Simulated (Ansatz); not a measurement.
Cost and result for the atomization energy of `F[CH]1[AlH][GeH2]1` (8 atoms, 8 bonds).

```xyz
8

F    -1.937    0.608   -0.780
C    -0.676    0.647   -0.237
Al    1.122    0.450   -0.947
Ge    0.202   -0.832    0.868
H    -0.620    1.472    0.497
H     2.073    0.636   -2.200
H    -0.174   -2.257    0.409
H     0.011   -0.725    2.391
```

Charge 0, multiplicity 1. Correlated methods include outer-core shells of Ge, which these sets cover unevenly. Scalar relativity is left out up to krypton. The structure was optimised at the PBE0-D4/def2-TZVP level. Program: Ansatz. All runs use 2 threads of an Arm Neoverse V1 on a shared host. Times are those of one run each, without the atoms' runs, and a repeat can differ threefold. Electronic energies, without spin–orbit coupling; frozen cores. CCSD(T)/CBS adds CCSD(T) − MP2 in def2-TZVPP to the MP2 limit, and its time is that of the two runs behind it. T1 = 0.014. With those shells the extrapolation isn't a true limit. B3LYP takes the VWN-RPA correlation (the form of Gaussian; ORCA's B3LYP/G).

CCSD(T)/CBS is a level of theory with its own doubt, some kJ/mol a heavy atom from the limit and from the frozen cores, so smaller differences don't rank the functionals.

```
                             level  functions  wall time  atomization (kcal/mol)  difference from CCSD(T)/CBS  per bond
            LDA (SPW92)/def2-TZVPP        208      2.5 s                   640.3                         91.7      11.5
                BLYP-D4/def2-TZVPP        208      3.5 s                   542.7                         -5.9      -0.7
              revPBE-D4/def2-TZVPP        208      3.6 s                   541.7                         -6.9      -0.9
   PBE-D4/def2-TZVPP (with forces)        208      4.2 s                   557.9                          9.3       1.2
                  CCSD(T)/def2-SVP         98      7.5 s                   509.2                        -39.4      -4.9
                 B2PLYP/def2-TZVPP        208      8.5 s                   537.1                        -11.5      -1.4
r2SCAN-D4/def2-TZVPP (with forces)        208      8.5 s                   552.1                          3.5       0.4
 B3LYP-D4/def2-TZVPP (with forces)        208      8.5 s                   542.5                         -6.1      -0.8
             r2SCANh-D4/def2-TZVPP        208        9 s                   546.9                         -1.7      -0.2
                 B97M-V/def2-TZVPP        208       14 s                   556.8                          8.2       1.0
                    MP2/def2-QZVPP        393       39 s                   549.0                          0.4       0.1
                CCSD(T)/def2-TZVPP        208    2.6 min                   533.4                        -15.2      -1.9
                 CCSD(T)/CBS(def2)          –    3.2 min                   548.6                          0.0       0.0
```

From PBE to PBE0 (25 % exact exchange), in def2-TZVPP and without D4, the atomization energy moves by −12.1 kcal/mol: exact exchange takes away binding that semilocal exchange gives to molecules. Leaving LDA and LC-ωPBE aside and taking each functional with its dispersion term where it has one, the values, not all of them listed here, spread over 33.9 kcal/mol, from BHLYP-D4 to PBE-D4. LDA lies +86.1 kcal/mol from PBE without D4, its usual overbinding. In def2-TZVPP, CCSD(T) changes the Hartree–Fock value by +160.1 kcal/mol (the triples alone add +10.7 kcal/mol) and MP2 by +166.8 kcal/mol; breaking electron pairs costs correlation energy, which Hartree–Fock lacks.
